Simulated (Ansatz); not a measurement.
Calculated with Ansatz (gas phase, PBE0-D4/def2-TZVP geometries, no zero-point term in ΔE). CBS: MP2 limit from def2 TZ/QZ plus the TZ coupled-cluster correction, frozen cores. This one scheme is used for every species. Functionals use def2-TZVPP. One conformer a species, not always the lowest.

Consider the ligand exchange at the Si–N bond: `NC[SiH2][NH][AlH2]` + CH₃OH → `CO[SiH2]CN` + `[NH2][AlH2]`.

`NC[SiH2][NH][AlH2]`:

Z-matrix (Å, degrees):
```
C
Si 1 1.883
N 1 1.458 2 109.2
H 1 1.102 2 109.8 3 127.1
H 1 1.096 2 107.5 3 -117.8
N 2 1.731 1 113.1 3 -173.5
H 2 1.491 1 108.1 3 -55.3
H 2 1.489 1 108.5 3 63.0
H 3 1.012 1 111.7 2 -176.3
H 3 1.012 1 110.9 2 64.2
Al 6 1.781 2 129.3 1 107.5
H 6 1.012 2 114.5 1 -73.8
H 11 1.581 6 118.1 2 -1.5
H 11 1.584 6 117.7 2 179.0
```

CH₃OH:

```xyz
6

C    -0.356   -0.005   -0.012
O     0.957   -0.453   -0.259
H    -1.032   -0.722   -0.480
H    -0.550    0.982   -0.450
H    -0.590    0.034    1.059
H     1.571    0.165    0.143
```

`CO[SiH2]CN`:

Cartesian coordinates in Å:
```
C 1.621 -0.558 1.242
O 1.540 -0.669 -0.163
Si 0.558 0.258 -1.093
C -1.266 -0.095 -0.819
N -1.676 0.345 0.513
H 2.366 -1.272 1.596
H 1.936 0.449 1.541
H 0.659 -0.775 1.715
H 0.927 -0.037 -2.500
H 0.787 1.705 -0.789
H -1.848 0.336 -1.650
H -1.394 -1.182 -0.887
H -2.654 0.149 0.681
H -1.554 1.345 0.612
```

`[NH2][AlH2]`:

```xyz
6

N     0.600   -0.362    0.624
Al   -0.530    0.320   -0.551
H     1.257    0.172    1.168
H     0.679   -1.342    0.845
H    -0.513    1.888   -0.769
H    -1.493   -0.676   -1.317
```

```csv
species,B2PLYP energy (Eh)
`NC[SiH2][NH][AlH2]`,-684.70511
CH₃OH,-115.68264
`CO[SiH2]CN`,-500.92527
`[NH2][AlH2]`,-299.47850
```

Task: Work out ΔE.

Result: ΔE = (-500.92527) + (-299.47850) − (-684.70511) − (-115.68264) = -0.01602 Eh = -10.1 kcal/mol. CCSD(T)/CBS gives -9.1 kcal/mol.

Largest T1 diagnostic among the species: 0.011.

In def2-TZVPP, CCSD(T) changes the Hartree–Fock value by +1.4 kcal/mol (the triples alone add +0.2 kcal/mol) and MP2 by +1.3 kcal/mol.
